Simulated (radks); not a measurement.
Results of a calculation; reference values are marked as such.
Question: Species: I V. Configuration: [Kr] 4d8 5s2 5p1 5d2 (not the ground configuration). Code: a radial shooting solver on a logarithmic mesh with Libxc functionals. Model: scalar-relativistic Kohn-Sham, exchange-only LDA, spin-unpolarised, spherical densities, finite nucleus; Fermi nuclear charge, rms radius 4.75 fm. Some entries of the table are withheld. Estimate them.

orbital,occ.,eigenvalue (eV),<r^2> (bohr^2),<r> (bohr)
1s,2,-33015.30,(1),0.02725
2s,2,-5161.683,(2),0.1173
2p,6,-4642.881,0.01283,0.1025
3s,2,-1096.219,(3),0.3145
3p,6,-928.0540,0.1131,0.3123
3d,10,-675.5812,(4),0.2885
4s,2,-245.2181,0.6044,0.7318
4p,6,-191.6188,0.6891,0.7785
4d,8,(5),0.8959,0.8789
5s,2,-65.2594,3.165,1.683
5p,1,-50.8872,(6),1.892
5d,2,-31.5785,6.643,2.428

Answer: 
(1) 1s <r^2> (bohr^2): 0.001006
(2) 2s <r^2> (bohr^2): 0.01622
(3) 3s <r^2> (bohr^2): 0.1130
(4) 3d <r^2> (bohr^2): 0.09850
(5) 4d eigenvalue (eV): -112.7060
(6) 5p <r^2> (bohr^2): 4.013
